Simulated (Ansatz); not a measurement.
```yaml
crystal:
  periodic: [false, false, false]
  atoms:
    - {symbol: Ru, position_ang: [-0.210072, 0.032249, 1.179945]}
    - {symbol: O, position_ang: [0.114839, 0.074649, 2.898774]}
    - {symbol: N, position_ang: [-0.094679, -0.025409, -1.296329]}
    - {symbol: H, position_ang: [0.529306, -0.848227, -1.734786]}
    - {symbol: H, position_ang: [0.298747, 0.867302, -1.765916]}
    - {symbol: H, position_ang: [-0.940854, 0.070894, -1.805919]}
    - {symbol: O, position_ang: [1.567396, -0.136812, 0.666690]}
    - {symbol: O, position_ang: [-0.882080, 1.309493, 0.805085]}
    - {symbol: O, position_ang: [-0.905400, -1.490617, 0.799128]}
basis:
  gaussian: {orbitals: def2-SVP}
hamiltonian: {xc: {name: BHLYP}, dispersion: d4}
scf: {lower_state_search: off}
relax: {f_tol: 0.001, max_steps: 3}
output: {forces: true}
```

```sh
$ ansatz run in.yaml --threads 4 --pin off --events-out ev --progress --plain --max-ram 4787MiB
```

Shortened log:

```
Functional definition: BHLYP
1248 factors; integrals over basis functions are off by at most 3.1e-4 eV
mean field evaluation 1: about -12255.8540 eV, gradient 1.3e2 eV
mean field evaluation 2: about -12030.1808 eV, gradient 3.0e2 eV
mean field evaluation 4: about -12282.8497 eV, gradient 2.8e1 eV
mean field evaluation 8: about -12284.2714 eV, gradient 2.2e0 eV
mean field evaluation 16: about -12284.5303 eV, gradient 5.5e-2 eV
mean field evaluation 32: about -12284.5304 eV, gradient 2.4e-5 eV
mean field -12284.53037094 eV, -451.4481643785 hartree, gradient 1.9e-6 eV, S^2 0.000000; 0 other end points of the search recorded, 0 dependent functions left out
reference -12284.53057375 eV, -451.4481718315 hartree; 29, 29 occupied and 87, 87 virtual orbitals, 1248 factors
relax step   1: F+E_penalty+E_count = -12284.82075440 eV  Δ(F+E_penalty+E_count) = +0.000e0 eV  max|allowed force component| = 1.468e1 eV/Å  Δτ_max = 0.0000 Å  (32 SCF iters, accepted)
1248 factors; integrals over basis functions are off by at most 3.5e-4 eV
mean field -12286.89416511 eV, -451.5350322120 hartree, gradient 2.7e-6 eV, S^2 0.000000; 0 other end points of the search recorded, 0 dependent functions left out
reference -12286.89436701 eV, -451.5350396314 hartree; 29, 29 occupied and 87, 87 virtual orbitals, 1248 factors
relax step   2: F+E_penalty+E_count = -12287.18488794 eV  Δ(F+E_penalty+E_count) = -2.364e0 eV  max|allowed force component| = 3.853e0 eV/Å  Δτ_max = 0.1964 Å  (40 SCF iters, accepted)
1248 factors; integrals over basis functions are off by at most 4.7e-4 eV
mean field -12287.33633004 eV, -451.5512814732 hartree, gradient 6.8e-7 eV, S^2 0.000000; 0 other end points of the search recorded, 0 dependent functions left out
reference -12287.33652983 eV, -451.5512888155 hartree; 29, 29 occupied and 87, 87 virtual orbitals, 1248 factors
relax step   3: F+E_penalty+E_count = -12287.63044998 eV  Δ(F+E_penalty+E_count) = -4.456e-1 eV  max|allowed force component| = 2.948e-1 eV/Å  Δτ_max = 0.1997 Å  (39 SCF iters, accepted)
Error: geometry relaxation did not converge after 3 steps: max|allowed force component| = 2.95e-1 eV/Å (threshold 1.0e-3). Raise `relax.max_steps` over both its present limit and 3, loosen `relax.f_tol`, or start from a geometry closer to equilibrium. Where this run's directory can be resumed (`checkpoint.write`), a resume goes on for up to `relax.max_steps` more
```

In this input the relaxation is allowed too few steps for its threshold. The SCF steps converged, but the relaxation ran out of steps.
